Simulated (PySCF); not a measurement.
Method: r2SCAN-D4/def2-TZVP (PySCF). Isolated molecules, 0 K electronic values unless said otherwise. One relaxed conformer stands for a flexible species; it need not be the lowest. Delta-SCF ions had no search for a lower state. 

Reference species (SMILES): `N[Si](N)(N)N` (neutral, multiplicity 1).

```json
{
  "vertical ionisation energy (Delta-SCF)": "8.31 eV",
  "HOMO": "-5.54 eV"
}
```

Changed species: `N[SiH3]` (3 of 4 NH2 replaced by H; the reference has 0 of 4 NH2 replaced by H).

Q: What does the change do to the vertical ionisation energy (Delta-SCF) and HOMO?

A: the vertical ionisation energy (Delta-SCF) increases by 1.40 eV, to 9.71 eV; the HOMO falls by 0.78 eV, to -6.32 eV.
